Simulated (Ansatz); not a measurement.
`Cl[CH]1C[O][Zn]1`, charge 0, multiplicity 1.

Task: Give a relaxed structure at PBE0-D4/def2-TZVP (the Gaussian-basis code of Ansatz). (Estimate.)

Result: Computed: 
Cartesian coordinates in Å:
```
Cl -0.124 -2.195 0.564
C 0.087 -0.732 -0.367
C -0.313 0.596 0.332
O 0.615 1.610 0.062
Zn 1.823 0.315 -0.586
H -0.376 -0.879 -1.341
H -0.416 0.396 1.406
H -1.297 0.888 -0.070
```
